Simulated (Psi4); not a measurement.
C$_{6}$H$_{14}$O, triplet, at the geometry of the source list (a higher spin typed on purpose: for a closed-shell molecule this is an excited state); Psi4 with PBE/STO-3G.

Input for Psi4:
```
memory 2 GB

molecule {
0 3
C    -2.32030000    0.60020000   -0.72850000
C    -1.14260000    0.37950000    0.22030000
C    -1.48140000   -0.71220000    1.22970000
C     0.11510000    0.03470000   -0.58570000
C     1.41690000    0.05060000    0.22420000
C     2.62720000    0.22880000   -0.69520000
O     1.51230000   -1.16480000    0.94200000
H    -3.21580000    0.86020000   -0.16780000
H    -2.52400000   -0.30530000   -1.29680000
H    -2.11050000    1.40600000   -1.42960000
H    -0.95840000    1.31460000    0.76310000
H    -2.36280000   -0.43760000    1.80840000
H    -1.68420000   -1.65070000    0.71550000
H    -0.65120000   -0.87550000    1.91070000
H     0.21470000    0.75480000   -1.40040000
H     0.00430000   -0.96030000   -1.02020000
H     1.38900000    0.89310000    0.93770000
H     2.58180000    1.18790000   -1.20400000
H     3.55240000    0.18910000   -0.12020000
H     2.64850000   -0.56550000   -1.43870000
H     2.38910000   -1.22780000    1.33530000
}

set {
  basis sto-3g
  reference uks
  scf_type disk_df
}

energy('pbe')
print_variables()
```

Output, abridged:

```
   => Loading Basis Set <=

    Name: STO-3G
    Role: ORBITAL
    Keyword: BASIS

         ---------------------------------------------------------
                                   SCF
               by Justin Turney, Rob Parrish, Andy Simmonett
                          and Daniel G. A. Smith
                              UKS Reference
         ---------------------------------------------------------

  ==> Geometry <==

    Molecular point group: c1
    Full point group: C1

    Geometry (in Angstrom), charge = 0, multiplicity = 3:

       Center              X                  Y                   Z               Mass
    ------------   -----------------  -----------------  -----------------  -----------------
         C           -2.457758433267     0.708560731800    -0.830680250098    12.000000000000
         C           -1.280058433267     0.487860731800     0.118119749902    12.000000000000
         C           -1.618858433267    -0.603839268200     1.127519749902    12.000000000000
         C           -0.022358433267     0.143060731800    -0.687880250098    12.000000000000
         C            1.279441566733     0.158960731800     0.122019749902    12.000000000000
         C            2.489741566733     0.337160731800    -0.797380250098    12.000000000000
         O            1.374841566733    -1.056439268200     0.839819749902    15.994914619570
         H           -3.353258433267     0.968560731800    -0.269980250098     1.007825032230
         H           -2.661458433267    -0.196939268200    -1.398980250098     1.007825032230
         H           -2.247958433267     1.514360731800    -1.531780250098     1.007825032230
         H           -1.095858433267     1.422960731800     0.660919749902     1.007825032230
         H           -2.500258433267    -0.329239268200     1.706219749902     1.007825032230
         H           -1.821658433267    -1.542339268200     0.613319749902     1.007825032230
         H           -0.788658433267    -0.767139268200     1.808519749902     1.007825032230
         H            0.077241566733     0.863160731800    -1.502580250098     1.007825032230
         H           -0.133158433267    -0.851939268200    -1.122380250098     1.007825032230
         H            1.251541566733     1.001460731800     0.835519749902     1.007825032230
         H            2.444341566733     1.296260731800    -1.306180250098     1.007825032230
[...]
      Ntotal   =   57.9999501770 ; deviation = -4.982e-05

   @Spin Contamination Metric:   8.830411975E-04
   @S^2 Expected:                2.000000000E+00
   @S^2 Observed:                2.000883041E+00
   @S   Expected:                1.000000000E+00
   @S   Observed:                1.000000000E+00

    Orbital Energies [Eh]
    ---------------------

    Alpha Occupied:

[...]
    Alpha Virtual:

[...]
      49A      0.517523

    Beta Occupied:

[...]
      28A     -0.189222

    Beta Virtual:

[...]
    Final Occupation by Irrep:
              A
    DOCC [    28 ]
    SOCC [     2 ]
    NA   [    30 ]
    NB   [    28 ]

  @DF-UKS Final Energy:  -307.64409865795733

   => Energetics <=

    Nuclear Repulsion Energy =            334.2346929847274168
    One-Electron Energy =               -1080.3826030290993003
    Two-Electron Energy =                 484.6261526141345257
    DFT Exchange-Correlation Energy =     -46.1223412277199571
    Empirical Dispersion Energy =           0.0000000000000000
    VV10 Nonlocal Energy =                  0.0000000000000000
    Total Energy =                       -307.6440986579573291

  UHF NO Occupations:
  HONO-2 :   28  A 1.9998211
  HONO-1 :   29  A 1.0000000
  HONO-0 :   30  A 1.0000000
  LUNO+0 :   31  A 0.0001789
  LUNO+1 :   32  A 0.0001080
  LUNO+2 :   33  A 0.0000533
  LUNO+3 :   34  A 0.0000406

Computation Completed

Properties will be evaluated at   0.000000,   0.000000,   0.000000 [a0]

Properties computed using the SCF density matrix

 Multipole Moments:

 ------------------------------------------------------------------------------------
     Multipole            Electronic (a.u.)      Nuclear  (a.u.)        Total (a.u.)
 ------------------------------------------------------------------------------------

 L = 1.  Multiply by 2.5417464519 to convert [e a0] to [Debye]
 Dipole X            :          2.7395837           -2.4791112            0.2604725
 Dipole Y            :         -2.0354361            1.9636568           -0.0717793
 Dipole Z            :          2.1825223           -1.9060808            0.2764416
 Magnitude           :                                                    0.3865464

 ------------------------------------------------------------------------------------

  Variable Map:
  ----------------------------------------------------------------------------
[...]
  Array Variable Map:
  ----------------------------------------------------------------------------
[...]
[...]
```
